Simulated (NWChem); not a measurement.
# SiH$_{2}$S$_{2}$F$_{2}$; SMILES F[Si](S)(F)S

```xyz
7

F     -0.1678    -1.2802    -1.3037
Si     0.0000     0.0000    -0.3439
F      0.1678     1.2802    -1.3037
S     -1.7831     0.0464     0.7858
S      1.7831    -0.0464     0.7858
H     -1.3462     1.0588     1.5675
H      1.3462    -1.0588     1.5675
```
Atoms are numbered in this order, from 1.

Coordinates come from a PBE0/def2-SVP optimisation.

Symmetry labels are those of C2 in the frame above (b1 and b2, or b-type labels, depend on it).

Q: List the 4 lowest vertical singlet excitations and the 4 lowest triplet ones from PBE/def2-SVP, TDA (NWChem).

A: 
```json
[
 {"state": "S1", "energy (eV)": "6.04", "oscillator strength": "0.006", "symmetry": "b", "leading excitation (squared amplitude)": "HOMO → LUMO (0.96)"},
 {"state": "S2", "energy (eV)": "6.29", "oscillator strength": "0.002", "symmetry": "a", "leading excitation (squared amplitude)": "HOMO−1 → LUMO (0.60)"},
 {"state": "S3", "energy (eV)": "6.43", "oscillator strength": "0.001", "symmetry": "a", "leading excitation (squared amplitude)": "HOMO → LUMO+1 (0.59)"},
 {"state": "S4", "energy (eV)": "6.57", "oscillator strength": "0.021", "symmetry": "b", "leading excitation (squared amplitude)": "HOMO → LUMO+2 (0.69)"},
 {"state": "T1", "energy (eV)": "5.65", "oscillator strength": "spin-forbidden", "symmetry": "b", "leading excitation (squared amplitude)": "HOMO → LUMO (0.97)"},
 {"state": "T2", "energy (eV)": "5.93", "oscillator strength": "spin-forbidden", "symmetry": "a", "leading excitation (squared amplitude)": "HOMO−1 → LUMO (0.51)"},
 {"state": "T3", "energy (eV)": "6.12", "oscillator strength": "spin-forbidden", "symmetry": "b", "leading excitation (squared amplitude)": "HOMO → LUMO+2 (0.88)"},
 {"state": "T4", "energy (eV)": "6.12", "oscillator strength": "spin-forbidden", "symmetry": "a", "leading excitation (squared amplitude)": "HOMO → LUMO+1 (0.47)"}
]
```
